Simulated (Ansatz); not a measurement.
Geometry optimisation, Ansatz 0.2.0, RKS PBE-D4/6-31G*.

Input file:

```yaml
crystal:
  periodic: [false, false, false]
  atoms:
    - { symbol: Al, position_ang: [0.0, 0.0, 0.0] }
    - { symbol: O, position_ang: [0.0, 0.0, 2.13] }
    - { symbol: H, position_ang: [-0.9095, -0.2814, 2.4671] }
    - { symbol: Cl, position_ang: [1.9312, 0.0, -1.115] }
    - { symbol: Cl, position_ang: [-1.9312, 0.0, -1.115] }
    - { symbol: S, position_ang: [0.546, 2.3673, 0.8072] }
    - { symbol: H, position_ang: [1.5948, 2.315, 1.7331] }
    - { symbol: H, position_ang: [0.2837, 1.2301, 1.9536] }
basis:
  gaussian: { orbitals: "6-31G*" }
hamiltonian:
  xc: pbe
  dispersion: d4
relax:
  f_tol: 0.15
  max_steps: 25
  restrain:
    - { distance: [0, 5], at: 3.46, k: 30.0 }
    - { distance: [7, 1], at: 2.21, k: 30.0 }
    - { distance: [0, 1], at: 1.78, k: 30.0 }
    - { distance: [7, 5], at: 1.4, k: 30.0 }
```

Command:

```bash
$ ansatz run input.yaml --threads 2 --pin off --max-ram 3072MiB --backend cpu --events-out ev --progress --plain --runs-dir out
```

Problem. Where does it end, and by what steps?

Solution. It converged. The restraints hold the end off the free minimum. After 8 steps the energy has fallen by 1.463 eV (the restraints' own energy left out); S6 moved furthest, 0.81 Å. Parted: Al1–S6 (2.56 → 3.45 Å).

```csv
step,energy less start (eV),largest force component (eV/Å),accepted
0,0.0000,1.951,yes
1,-0.0334,2.149,yes
2,-0.2648,1.720,yes
3,-0.9480,1.314,yes
4,-1.3167,0.860,yes
5,-1.3700,1.540,yes
6,-1.4431,0.789,yes
7,-1.4591,0.884,yes
8,-1.4628,0.699,yes
```

```xyz
8
Properties=species:S:1:pos:R:3
Al -0.086 -0.207 0.040
O -0.126 -0.420 1.785
H -1.031 -0.489 2.146
Cl 1.789 -0.346 -0.896
Cl -1.857 -0.177 -1.091
S 0.551 2.887 1.427
H 1.891 2.680 1.318
H 0.383 1.703 2.131
```

Time of the run: 21 s on 2 threads of Arm Neoverse V2, with other jobs on the host, peak memory 0.15 GiB.
